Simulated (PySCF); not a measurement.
Gas-phase reaction: GeCl3 + 3 HCl ⇌ GeH3Cl + 5 Cl

Computed with PySCF (xtb for GFN2) and rigid-rotor harmonic-oscillator thermochemistry at 1 bar. † marks an energy on the PBE0/def2-TZVP geometry and frequencies; other levels use their own. 6-31G* has spherical d functions here. Open shells (unrestricted): GeCl3 (multiplicity 2), Cl (multiplicity 2, electronic degeneracy 6); the rest are closed-shell singlets. GFN2 has no spin-polarisation term. Spin-orbit splitting is ignored; it lowers the true energy and changes the entropy of Cl. B3LYP is the form with VWN-RPA correlation. Ge: all electrons, no relativistic terms. GeCl3: computed as isolated molecules; such fragments, hydroxides, amides, oligomers or adducts are transient or little studied in the gas. The harmonic model lacks anharmonicity and excited electronic states, which grow with temperature; levels with a mode under 35 cm⁻¹ are left out.

ΔH° and ΔS° at 298 K: B3LYP/6-31G* 960 kJ, 206 J/K; GFN2-xTB 1095 kJ, 198 J/K; PBE/def2-SVP 1098 kJ, 205 J/K; PBE0/def2-QZVP† 1079 kJ, 209 J/K.

**Question.** With the heat capacities included, give log10 K (1 bar) at 600, 800, 1200, 1400, 2000 K from B3LYP/6-31G*, GFN2-xTB, PBE/def2-SVP, PBE0/def2-QZVP†.

**Answer.** 
```tsv
T (K)	B3LYP/6-31G*	GFN2-xTB	PBE/def2-SVP	PBE0/def2-QZVP†
600	-72.8	-85.0	-84.9	-83.0
800	-51.8	-61.1	-60.9	-59.5
1200	-30.8	-37.1	-36.9	-35.8
1400	-24.8	-30.2	-30.0	-29.1
2000	-13.8	-17.7	-17.4	-16.8
```
